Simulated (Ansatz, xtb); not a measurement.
**Relaxing a trial structure of C3H8Si**

The starting geometry of this gas-phase singlet was built from a drawn formula by distance geometry and a force field; its bonds are those of `C[C]C[SiH3]`.

```xyz
12

C     0.6650   -1.2563   -0.2229
C     0.5929    0.1851   -0.5973
C     0.5189    1.6261   -1.0209
Si   -1.1814    2.3726   -0.9000
H     1.6762   -1.6275   -0.3096
H     0.0166   -1.8298   -0.8792
H     0.3435   -1.3429    0.8014
H     1.2202    2.1721   -0.3696
H     0.8764    1.7008   -2.0640
H    -1.1590    3.7200   -1.3268
H    -1.6976    2.2835    0.4794
H    -2.1071    1.6261   -1.7330
```

Predict what becomes of its bonds when it is optimised with r2SCAN-D4/def2-SVP.

It rearranges to `C=C(C)[SiH3]`. Distances that change by over a tenth: C2–C3 (1.50 → 1.35 Å). Contacts that open: C3–Si4 (1.86 → 2.81 Å). Contacts that close: C2–Si4 (2.83 → 1.88 Å).

The energy falls by 5.03 eV over 36 steps:

| step | E − E(last) (eV) |
| --- | --- |
| 1 | 5.035 |
| 5 | 3.536 |
| 9 | 2.784 |
| 13 | 2.587 |
| 17 | 1.275 |
| 20 | 0.319 |
| 24 | 0.122 |
| 28 | 0.024 |
| 32 | 0.004 |
| 36 | 0.000 |

Final geometry (Å):

```xyz
12

C     0.2393   -0.6696   -0.9340
C     0.2774    0.8244   -0.7487
C     1.4029    1.5378   -0.9335
Si   -1.3124    1.6943   -0.2437
H    -0.0726   -1.1794   -0.0056
H     1.2222   -1.0695   -1.2304
H    -0.4956   -0.9582   -1.7058
H     1.4334    2.6246   -0.7993
H     2.3443    1.0543   -1.2291
H    -2.3835    1.4616   -1.2637
H    -1.0725    3.1609   -0.1045
H    -1.8182    1.1486    1.0555
```

From the same start GFN2-xTB reaches the same bonding as this run.

No frequencies were run, so the end isn't proven a minimum. Run with Ansatz 0.2.0, 2.8 min on 2 threads of AMD EPYC (Zen 3), on a shared host.
